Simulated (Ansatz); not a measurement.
Ansatz (a quantum-chemistry and plane-wave program) input:

Ansatz 0.2 input:
```yaml
crystal:
  periodic: [false, false, false]
  atoms:
    - {symbol: B, position_ang: [0.00058351, 0.00644467, -1.33555701]}
    - {symbol: H, position_ang: [1.16742881, 0.01008716, -1.64248630]}
    - {symbol: H, position_ang: [-0.58450947, 1.01723849, -1.63839176]}
    - {symbol: H, position_ang: [-0.58076584, -1.00354088, -1.64814131]}
    - {symbol: C, position_ang: [-0.00008043, -0.00088834, 0.18409470]}
    - {symbol: O, position_ang: [-0.00057356, -0.00633476, 1.31277952]}
basis:
  gaussian:
    orbitals: def2-TZVPD
hamiltonian:
  xc: {name: BLYP}
output: {forces: true}
```

Question: Predict the final energy.

Answer: -139.98937 Eh (BLYP/def2-TZVPD). The basis has 141 functions.
